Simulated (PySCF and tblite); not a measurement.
Values are calculated unless marked as measured or tabulated.
C7H11F, numbered as in [CH2:1]=[C:2]1[CH2:3][CH2:4][CH2:5][CH2:6][C@H:7]1[F:8]. The ensemble was built from 90 distance-geometry starts (ETKDG and KDG, MMFF94s, GFN2-xTB) and rests on PBE0-D3(BJ)/def2-SVP geometries. Weights use PBE0-D3(BJ)/def2-SVPD (IEF-PCM, chloroform) energies plus GFN2-xTB zero-point and thermal terms (modes under about 100 cm⁻¹ blended into free rotors). Symmetry numbers and mirror images are counted. Conformers within 3 kcal/mol (GFN2-xTB free energy) were kept, 8 at most. GIAO shieldings: PBE0/pcSseg-1 (IEF-PCM, chloroform). Shifts are against TMS (¹H), TMS (¹³C), CFCl3 (¹⁹F) at the same level; of two unlike H on one atom, a is the less shielded. Run with PySCF (density fitting) and tblite.

The 6-ring runs over atoms 2–3–4–5–6–7.

```json
{"conformer": "1", "shape": "6-ring chair (all substituents equatorial)", "point group": "C1", "mirror pair": "no", "ΔE(DFT)": "0.00", "Δ(G−E) at 150 K": "0.00", "δ H6b (ppm)": "1.29"}
{"conformer": "2", "shape": "6-ring chair (F8 axial)", "point group": "C1", "mirror pair": "no", "ΔE(DFT)": "0.42", "Δ(G−E) at 150 K": "-0.02", "δ H6b (ppm)": "2.09"}
```

Energies in kcal/mol; the thermal term leaves out symmetry numbers and mirror images.

Question: Work out the weights at 150 K and the ¹H shift of H6b under fast exchange.

Answer: RT = 0.298 kcal/mol. Each conformer gets RT ln(σ/g), with σ the rotational symmetry number and g = 2 for a mirror pair: 1: σ = 1, g = 1, G = 0.00 + 0.00 + 0.00 = 0.00, 0.00 above the lowest, exp(−ΔG/RT) = 1.000; 2: σ = 1, g = 1, G = 0.42 − 0.02 + 0.00 = 0.39, 0.39 above the lowest, exp(−ΔG/RT) = 0.267. The sum is 1.267, so the weights are 78.9, 21.1 %. The averaged shift is 1.46 ppm. At 298.15 K it is 1.57 ppm. At 298.15 K the leading conformer alone gives 1.29 ppm and bare DFT energies give 1.55 ppm.
